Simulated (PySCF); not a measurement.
C6H7N2 (doublet state).
Geometry (GFN2-xTB, Å), atoms numbered from 1 in this order:
```
atom  x, y, z in Å
C1     1.0504    1.3292   -0.1741
C2     1.2596   -0.0354   -0.1205
C3     2.3601   -0.6066    0.4887
N4     0.3892   -0.8951   -0.7910
C5    -0.8311   -1.0248   -0.5580
C6    -1.6308   -0.3509    0.5416
C7    -2.4533    0.6797   -0.0374
N8    -3.0897    1.4974   -0.5199
H9     1.7857    2.0064    0.2182
H10    0.1957    1.7473   -0.6746
H11    3.0835    0.0077    0.9899
H12    2.5015   -1.6705    0.4884
H13   -1.3896   -1.6959   -1.2022
H14   -2.2783   -1.0834    1.0311
H15   -0.9573    0.1029    1.2754
```

The hyperfine couplings belong to this conformer and change with its torsions.

The species is `[CH2]C(=C)/N=C\CC#N` [radical].

Computed with UKS B3LYP, pcH-1 on C H N, non-relativistic, mean-field spin-orbit, GIAO in PySCF. Geometry: GFN2-xTB, one conformer, isolated molecule. Couplings are sensitive to structure, and on GFN2-xTB geometries they can be far from those on DFT ones. The frame is twisted about the C2–N4 bond at this geometry (dihedral C1–C2–N4–C5 = -62°); couplings at other torsion angles weren't computed. No stability test was run, so a lower SCF solution isn't excluded. ⟨S²⟩ is 0.781 where a pure state has 0.75.

Match the computed a_iso(13C) values +57.2, +54.0, -50.4, -15.1, +4.3, -1.4 MHz with the sites C1; C2; C3; C5; C6; C7.

| site | a_iso (MHz) | ρ(0) (bohr⁻³) | position | distance from C3 (Å) | spin population | largest \|T\| (MHz) |
| --- | --- | --- | --- | --- | --- | --- |
| C1 | +54.0 | +0.0480 | a main spin site | 2.43 | +0.67 | 100.0 |
| C2 | -50.4 | -0.0448 | 1 bond from C3 | 1.38 | -0.25 | 28.5 |
| C3 | +57.2 | +0.0509 | largest spin population | 0.00 | +0.72 | 107.9 |
| C5 | -15.1 | -0.0134 | 3 bonds from C1 | 3.38 | -0.03 | 4.5 |
| C6 | +4.3 | +0.0038 | 4 bonds from C1 | 4.00 | 0.00 | 1.1 |
| C7 | -1.4 | -0.0013 | 5 bonds from C1 | 5.01 | 0.00 | 0.6 |

ρ(0) is the spin density at the nucleus and T the dipolar tensor; entries for several nuclei are means. Largest spin populations (Mulliken): C3 (+0.72), C1 (+0.67) and C2 (-0.25). The positive populations add up to 1.40 and the negative ones to -0.40, together 2S = 1. The angles at C3 add up to 360.0°, so it is planar; its axial dipolar tensor and the negative couplings of its protons fit spin in a p orbital normal to that plane. Main spin sites, with 60 % or more of the largest population: C1, C3; positions count bonds from the nearest.

The spin density at the nucleus, in bohr⁻³, is negative for C2 (-0.0448), C5 (-0.0134) and H12 (-0.0099), for instance. A restricted open-shell determinant has no negative spin density anywhere; here it arises because α and β orbitals differ (spin polarisation).

Nuclei that the bonding pattern makes equivalent are averaged, as if the motion that swaps them (rotation, inversion, ring flip) were fast. H9 and H10 aren't averaged: C1 is flat or nearly so (angle sum 360°), and its turn about the short C1–C2 bond (1.38 Å) is taken as slow.
